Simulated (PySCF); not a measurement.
A structure optimised at PBE-D3(BJ)/def2-TZVPD, used in a PySCF frequency run:

```xyz
2

Au     0.0000     0.0000    -1.2657
Au     0.0000     0.0000     1.2657
```

Task: Write its SMILES, formula and point group.

Result: [Au][Au], Au₂, D∞h

Task: What are its rotational constants (standard atomic weights)?

Result: 0.80085 GHz (linear rotor, B only)
